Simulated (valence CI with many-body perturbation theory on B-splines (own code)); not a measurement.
Valence orbitals of Pr LIII

Level of theory: configuration interaction combined with many-body perturbation theory (CI+MBPT): five valence electrons over a frozen Dirac-Fock core [He], a basis of 11 s, 11 p, 10 d, 8 f, 5 g, 2 h functions for each j, with the one-electron correlation potential Σ1, the two-electron term Σ2, the three-electron term Σ3, Breit, model QED; selected CI, second order for the rest, scaled by the run's own slope (own B-spline code, finite nucleus).

No measured spectrum was set against this ion. As an estimate, large intervals hold to a few tenths of a per cent, small ones and those within an open d or f shell to about a per cent. Among the levels kept, up to 7100 cm⁻¹ of a level comes from second order outside the variational space, and about a tenth of that is noise between levels of different J, which matters for small intervals.

These are the spectroscopic orbitals of the CI (the correlating ones are not listed), shaped by the core and the other valence electrons. h is the expectation value of the core's Dirac-Fock operator, without the valence repulsion; Σ1 is computed up to l = 3 at one energy for each symmetry, that of its lowest orbital but kept below the first core excitation, so for empty shells it is not the orbital's own correlation shift; Breit and QED include the response of the core.

| Orbital | h (hartree) | Σ1 (cm⁻¹) | Breit (cm⁻¹) | QED (cm⁻¹) | ⟨r⟩ (bohr) |
| --- | --- | --- | --- | --- | --- |
| 2s1/2 | -437.54 | -1384 | 58055 | 65684 | 0.09893 |
| 3s1/2 | -190.84 | -336 | 15895 | 18664 | 0.2313 |
| 4s1/2 | -106 | -131 | 6302 | 7599 | 0.4210 |
| 5s1/2 | -67.278 | -64.4 | 3145 | 3815 | 0.6671 |
| 6s1/2 | -46.445 | -36.5 | 1790 | 2179 | 0.9698 |
| 7s1/2 | -33.973 | -22.6 | 1115 | 1360 | 1.328 |
| 2p1/2 | -432.45 | -3602 | 115918 | 203 | 0.08257 |
| 3p1/2 | -189.36 | -802 | 30742 | -122 | 0.2165 |
| 4p1/2 | -105.39 | -307 | 12218 | -62.2 | 0.4077 |
| 5p1/2 | -66.965 | -150 | 6086 | -33.5 | 0.6553 |
| 6p1/2 | -46.265 | -84.7 | 3463 | -19.8 | 0.9594 |
| 7p1/2 | -33.861 | -52.5 | 2158 | -12.6 | 1.320 |
| 2p3/2 | -411.98 | -2617 | 42815 | 7128 | 0.08829 |
| 3p3/2 | -183.3 | -585 | 11580 | 1850 | 0.2246 |
| 4p3/2 | -102.85 | -225 | 5286 | 744 | 0.4185 |
| 5p3/2 | -65.67 | -110 | 2652 | 372 | 0.6687 |
| 6p3/2 | -45.519 | -62.4 | 1516 | 213 | 0.9755 |
| 7p3/2 | -33.393 | -38.7 | 948 | 133 | 1.338 |
| 3d3/2 | -182.64 | -264 | 1069 | -194 | 0.1908 |
| 4d3/2 | -102.57 | -113 | 584 | -56.2 | 0.3860 |
| 5d3/2 | -65.529 | -58.2 | 297 | -23.6 | 0.6375 |
| 6d3/2 | -45.437 | -33.7 | 180 | -12.2 | 0.9457 |
| 7d3/2 | -33.341 | -21.3 | 116 | -7.1 | 1.310 |
| 3d5/2 | -180.87 | -236 | 350 | 590 | 0.1935 |
| 4d5/2 | -101.82 | -101 | 191 | 271 | 0.3893 |
| 5d5/2 | -65.143 | -51.7 | 91.8 | 143 | 0.6416 |
| 6d5/2 | -45.214 | -30.0 | 55.6 | 84.1 | 0.9505 |
| 7d5/2 | -33.201 | -18.9 | 35.9 | 53.5 | 1.315 |
| 4f5/2 | -101.69 | -21.0 | 5.8 | -84.6 | 0.3358 |
| 5f5/2 | -65.086 | -11.9 | 4.8 | -41.7 | 0.5887 |
| 6f5/2 | -45.182 | -7.2 | 3.1 | -23.6 | 0.8983 |
| 7f5/2 | -33.181 | -4.7 | 2.2 | -14.6 | 1.264 |
| 4f7/2 | -101.33 | -20.1 | 1.7 | 74.4 | 0.3376 |
| 5f7/2 | -64.9 | -11.3 | 1.4 | 40.1 | 0.5907 |
| 6f7/2 | -45.075 | -6.9 | 0.9 | 23.8 | 0.9006 |
| 7f7/2 | -33.113 | -4.5 | 0.6 | 15.2 | 1.267 |
| 5g7/2 | -64.881 |  | 0.0 | -26.7 | 0.5161 |
| 6g7/2 | -45.063 |  | 0.0 | -15.5 | 0.8262 |
| 7g7/2 | -33.106 |  | 0.0 | -9.7 | 1.193 |
| 5g9/2 | -64.771 |  | 0.0 | 21.5 | 0.5174 |
| 6g9/2 | -44.999 |  | 0.0 | 12.5 | 0.8276 |
| 7g9/2 | -33.065 |  | 0.0 | 7.9 | 1.194 |
| 6h9/2 | -44.998 |  |  |  | 0.7334 |
| 6h11/2 | -44.956 |  |  |  | 0.7344 |

Among the shells of the start configuration 2s2 2p3, Σ1 is largest in size for 2p1/2, where it is 0.0038 % of h.

Lowest root of each symmetry, sizes in configuration state functions:

| J | Parity | Roots | Reference | Variational | Second order | Change by selected CI (cm⁻¹) | Change by second order (cm⁻¹) |
| --- | --- | --- | --- | --- | --- | --- | --- |
| 1/2 | even | 25 | 105 | 32000 | 628334 | -37611 | -1052 |
| 3/2 | even | 33 | 158 | 31989 | 1240689 | -36366 | -2713 |
| 5/2 | even | 27 | 154 | 31998 | 1524333 | -30158 | -2689 |
| 7/2 | even | 13 | 102 | 32000 | 1161912 | -34200 | -3165 |
| 9/2 | even | 5 | 59 | 31992 | 451654 | -35671 | -1077 |
| 1/2 | odd | 26 | 107 | 31999 | 508580 | -31585 | -1024 |
| 3/2 | odd | 36 | 167 | 31993 | 1039545 | -29815 | -1833 |
| 5/2 | odd | 29 | 156 | 31998 | 1277452 | -28627 | -2729 |
| 7/2 | odd | 16 | 115 | 31995 | 975665 | -32449 | -3851 |
| 9/2 | odd | 6 | 65 | 31999 | 612295 | -28250 | -874 |
| 11/2 | odd | 2 | 33 | 31982 | 355385 | -34902 | -423 |
